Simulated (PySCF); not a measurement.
**Orbital levels and atomic charges**

System: C11H30Ge12 (nanocrystal GeC).

Cartesian coordinates (Å):
```
  1 C     1.6028   -0.4188   -2.3422
  2 Ge    1.6264   -0.4591   -4.3158
  3 C    -1.6027   -0.4180   -2.3420
  4 C    -0.0002   -1.3172    0.3523
  5 Ge   -1.6268   -0.4592   -4.3156
  6 Ge   -0.0002   -1.3255   -1.6298
  7 C    -0.0001   -1.2923   -5.0450
  8 C     1.5930   -0.3836    3.0401
  9 Ge    1.5946   -0.3831    1.0509
 10 C    -1.5931   -0.3832    3.0397
 11 Ge   -1.5946   -0.3821    1.0507
 12 Ge   -0.0004   -1.3471    3.6972
 13 C    -0.0007   -3.1939    2.9908
 14 Ge   -0.0008   -3.1648    1.0158
 15 C     0.0007    2.3583   -2.3564
 16 C     1.5971    1.4601    0.3244
 17 Ge    1.6046    1.4409   -1.6637
 18 C    -1.5959    1.4610    0.3239
 19 Ge   -1.6036    1.4419   -1.6639
 20 C     0.0004    2.3798    3.0281
 21 Ge    0.0008    2.3891    1.0370
 22 Ge    1.5795    1.4514    3.7453
 23 Ge   -1.5793    1.4518    3.7451
 24 H     2.4868   -0.9320   -1.9645
 25 H     2.8486   -1.2108   -4.7973
 26 H     1.7712    0.9417   -4.8653
 27 H    -2.4867   -0.9311   -1.9641
 28 H    -2.8492   -1.2116   -4.7962
 29 H    -1.7723    0.9415   -4.8659
 30 H    -0.0007   -2.7915   -2.0972
 31 H    -0.0003   -1.2059   -6.1305
 32 H    -0.0005   -2.3526   -4.7931
 33 H     2.4897   -0.8960    3.3879
 34 H     2.8504   -1.1282    0.5697
 35 H    -2.4900   -0.8953    3.3874
 36 H    -2.8507   -1.1269    0.5695
 37 H    -0.0004   -1.3522    5.2248
 38 H     0.8764   -3.7242    3.3560
 39 H    -0.8778   -3.7243    3.3560
 40 H     1.2109   -3.8771    0.4545
 41 H    -1.2137   -3.8756    0.4550
 42 H     0.0006    3.3963   -2.0271
 43 H     0.0007    2.3453   -3.4452
 44 H     2.4914    1.9721    0.6784
 45 H     2.8642    2.1508   -2.1672
 46 H    -2.4900    1.9732    0.6782
 47 H    -2.8624    2.1521   -2.1678
 48 H     0.0006    3.4106    3.3802
 49 H     0.0012    3.8445    0.5541
 50 H     2.8598    2.1798    3.3744
 51 H     1.5170    1.4203    5.2573
 52 H    -2.8593    2.1805    3.3739
 53 H    -1.5170    1.4207    5.2570
```

Method: PBE/def2-SVP, gas phase, PySCF, fitting set def2-universal-JFIT, grid level 1.

Spin-orbit coupling is left out, which matters for the heavier atoms here.

**Question.** Give the orbital energies near the gap.

**Answer.** 
```csv
orbital,eV
HOMO-4,-6.43
HOMO-3,-6.43
HOMO-2,-6.04
HOMO-1,-6.02
HOMO,-5.91
LUMO,-0.40
LUMO+1,-0.37
LUMO+2,-0.27
LUMO+3,-0.22
```

**Question.** Give the partial charges of the non-hydrogen atoms.

**Answer.** 
```tsv
atom	Mulliken	IAO	Hirshfeld
C1	-0.48	-0.78	-0.25
Ge2	0.33	0.58	0.29
C3	-0.48	-0.78	-0.25
C4	-0.71	-0.83	-0.28
Ge5	0.33	0.58	0.29
Ge6	0.49	0.70	0.29
C7	-0.30	-0.72	-0.21
C8	-0.47	-0.77	-0.25
Ge9	0.49	0.68	0.29
C10	-0.47	-0.77	-0.25
Ge11	0.49	0.68	0.29
Ge12	0.40	0.71	0.30
C13	-0.30	-0.71	-0.22
Ge14	0.36	0.57	0.28
C15	-0.31	-0.72	-0.22
C16	-0.50	-0.77	-0.25
Ge17	0.44	0.71	0.31
C18	-0.50	-0.77	-0.25
Ge19	0.44	0.71	0.31
C20	-0.46	-0.77	-0.24
Ge21	0.47	0.69	0.30
Ge22	0.33	0.57	0.28
Ge23	0.33	0.57	0.28
```
